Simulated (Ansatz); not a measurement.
Computed with Ansatz on PBE0-D4/def2-TZVP structures; ΔE is electronic, products minus reactants. CCSD(T)/CBS is the MP2 limit (def2-TZVPP, def2-QZVPP) plus CCSD(T) − MP2 in def2-TZVPP, frozen cores. This one scheme is used for every species. Functionals use def2-TZVPP. HSE06 is defined as in plane-wave codes. Each species was taken in one conformer, which may not be the lowest.

Reaction (ligand exchange at a B–C bond): `BC1=CC1` + `CCNC` → `BN(C)CC` + `C1=CC1`

```tsv
level	ΔE (eV)
HSE06-D4	-0.93
HF/def2-TZVPP	-1.16
CCSD(T)/def2-TZVPP	-1.00
CCSD/CBS(def2)	-1.04
```

Question: What does CCSD(T)/CBS give? (An estimate is asked.)

Answer: Ansatz gave: -1.00 eV. The listed levels differ from it by 0.07, -0.16, 0.00, -0.04 eV.

Largest T1 diagnostic among the species: 0.012.

From PBE to PBE0 (25 % exact exchange), in def2-TZVPP and without D4, ΔE moves by −0.04 eV. Leaving LDA and LC-ωPBE aside and taking each functional with its dispersion term where it has one, the values, not all of them listed here, spread over 0.23 eV, from BHLYP-D4 to revPBE-D4. LDA lies −0.07 eV from PBE without D4. In def2-TZVPP, CCSD(T) changes the Hartree–Fock value by +0.15 eV (the triples alone add +0.04 eV) and MP2 by +0.22 eV.
